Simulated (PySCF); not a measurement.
C₃H₃BFNO, SMILES FB1N=CC=CO1. Geometry: PBE-D3(BJ)/def2-SVP. The structure was generated by enumeration, and PubChem lists no compound with its InChIKey, so it may never have been made.

Give the equilibrium geometry at PBE-D3(BJ)/def2-SVP (PySCF confirms it by a frequency run) as bond lengths and angles, and its point group. (An estimate is asked for; the answer gives what the named calculation found.)

point group Cs.
Atoms: F1 B2 N3 C4 C5 C6 O7 H8 H9 H10. Bonded distances (Å): F1–B2 1.333, B2–N3 1.427, B2–O7 1.413, N3–C4 1.310, C4–C5 1.443, C4–H8 1.113, C5–C6 1.370, C5–H9 1.098, C6–O7 1.337, C6–H10 1.103. Angles (°): F1–B2–N3 123.8, F1–B2–O7 114.3, N3–B2–O7 122.0, B2–N3–C4 115.8, N3–C4–C5 124.1, N3–C4–H8 118.6, C5–C4–H8 117.3, C4–C5–C6 117.5, C4–C5–H9 121.9, C6–C5–H9 120.6, C5–C6–O7 121.8, C5–C6–H10 124.5, O7–C6–H10 113.7, B2–O7–C6 118.9.
